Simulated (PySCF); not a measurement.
NMR data sheet: C8H11BO

* Formula: C8H11BO
* SMILES: CCOC1=CBC=CC=C1
* Carbon signals: 8
* Proton signals: 8

Atoms are numbered as in `[CH3:1][CH2:2][O:3][C:4]1=[CH:5][BH:6][CH:7]=[CH:8][CH:9]=[CH:10]1`. Each H is labelled by its parent atom.

[PySCF 2.14.0 with density-fitted response routines: σ from GIAO-PBE0/pcSseg-1; structure optimised with PBE0-D3(BJ)/def2-SVP; one conformer; non-relativistic Hamiltonian; no solvent model; rapidly exchanging positions averaged]

Chemical shifts δ = σref − σ; ¹H and ¹³C vs TMS; ¹¹B vs BF3·OEt2; H2O for ¹⁷O, all at this level.

| carbon | δC, type | δH (multiplicity) | HMBC from (2–3 bonds) | span of the C tensor (ppm) |
| --- | --- | --- | --- | --- |
| C1 | 16.9, CH3 | 1.55 (t) | H(C2) | 30 |
| C2 | 63.1, CH2 | 3.72 (q) | H(C1) | 59 |
| C4 | 176.0, C | – | H(C5), H(C9), H(C10), H(B6), H(C2) | 192 |
| C5 | 143.5, CH | 7.89 (d) | H(C7), H(C10), H(B6) | 231 |
| C7 | 166.8, CH | 8.51 (m) | H(C5), H(C8), H(C9), H(B6) | 302 |
| C8 | 149.4, CH | 7.88 (m) | H(C7), H(C9), H(C10), H(B6) | 241 |
| C9 | 143.3, CH | 7.46 (m) | H(C7), H(C8), H(C10) | 238 |
| C10 | 127.2, CH | 6.96 (d) | H(C5), H(C8), H(C9) | 206 |

Other nuclei:
| atoms | nucleus | environment | δ (ppm) | σ (ppm) |
| --- | --- | --- | --- | --- |
| H(B6) | ¹H | hydrogen on a boron bonded to 2 C, in a 7-membered ring | 6.25 | 25.02 |
| B6 | ¹¹B | boron bonded to 2 C, H, in a 7-membered ring | 41.7 | 59.1 |
| O3 | ¹⁷O | ether oxygen | 159.2 | 175.4 |

- δC 176.0: alkene carbon bearing oxygen; an sp2 carbon further deshielded by the attached heteroatom.
- δC 166.8, 149.4, 143.3, 127.2: alkene CH.
- δC 143.5: β carbon of an enol-ether or enamine type C=C.
- δC 63.1: sp3 CH2 bonded to O; the inductive effect lowers its shielding.
- δH 8.51, 7.88, 7.46, 6.96: hydrogen on an alkene CH.

Hydrogens on boron are broadened and split by ¹¹B (spin 3/2, 80 %) and 10B (spin 3). A carbon bonded to boron is broadened by the quadrupolar boron nucleus and is often missing from a measured spectrum. Shifts are as computed. Against solution values, carbons near 30 ppm lie about +2 ppm off and those near 130 ppm about +5 ppm. Of 1313 compounds with measured shifts, 239 miss one by over three times the rms of a fit or turn the order of signals round; such compounds aren't used in these exercises. Experimental scales use liquid or dissolved standards, which lie at an offset from isolated H2O (liquid H2O: subtract about 36 ppm). No couplings were computed; multiplicities are counted from neighbouring protons, with m where these are inequivalent, close in shift, in a saturated or five-membered ring or joined by F or P, and br s for small geminal =CH2 splittings.
